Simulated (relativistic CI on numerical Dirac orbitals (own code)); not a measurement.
Cr6+ in a cubic cluster: 1s photoemission with charge transfer

Computed with a charge-transfer multiplet model of a cubic metal-ligand cluster with up to 3 ligand holes, Slater and spin-orbit integrals from Dirac-Coulomb-Breit ions, Slater integrals scaled by 0.8. The ground state mixes d0 with configurations of k ligand holes L, whose averages lie at kΔ + k(k − 1)U_dd/2; a core hole lowers each added d electron by U_cd. 300 K, Lorentzian 1.1 eV and Gaussian 0.6 eV FWHM.

Atomic integrals in eV (Slater integrals scaled, ζ unscaled), ground: F2dd 9.377, F4dd 5.906, zeta_d 0.039; with the core hole: F2dd 9.377, F4dd 5.906, zeta_d 0.066, G2cd 0.064. Where a configuration has fewer than two d electrons, the dd integrals are those of d2.

Cluster parameters (eV): Δ = -1.1, U_dd = 5.7, U_cd = 7, 10Dq = 0.25, 10Dq(ligand) = 1.1, final-state hopping factor = 1.

| Case | n_d | d0 | d1L | d2L2 | d3L3 | S |
| --- | --- | --- | --- | --- | --- | --- |
| V(eg) = 1.5 eV, V(t2g) = -0.81 eV | 1.07 | 0.19 | 0.58 | 0.22 | 0.02 | 0.00 |
| V(eg) = 2.4 eV, V(t2g) = -1.3 eV | 1.21 | 0.16 | 0.51 | 0.29 | 0.04 | 0.00 |
| V(eg) = 3.3 eV, V(t2g) = -1.79 eV | 1.31 | 0.14 | 0.47 | 0.33 | 0.06 | 0.00 |

Weights, n_d and S are thermal averages at 300 K. Binding energies count from the first peak over 30 % of the highest in each spectrum, which can be another peak from case to case. The parameters are a model scan and need not match a compound or its usual spin state. Peaks in eV (height, largest 100):
- V(eg) = 1.5 eV, V(t2g) = -0.81 eV: 0.0 (100), 5.0 (8), 7.9 (32)
- V(eg) = 2.4 eV, V(t2g) = -1.3 eV: 0.0 (100), 11.6 (18)
- V(eg) = 3.3 eV, V(t2g) = -1.79 eV: 0.0 (100), 15.0 (11)

A d0 ion has no d-d gap: its lowest excitations are ligand-to-metal charge transfer. With the core hole the average of the configuration with one ligand hole lies at Δ − U_cd = -8.1 eV before mixing: it lies below the unscreened one, so the lowest final states are mostly screened and the unscreened weight appears at higher binding energy as a satellite.
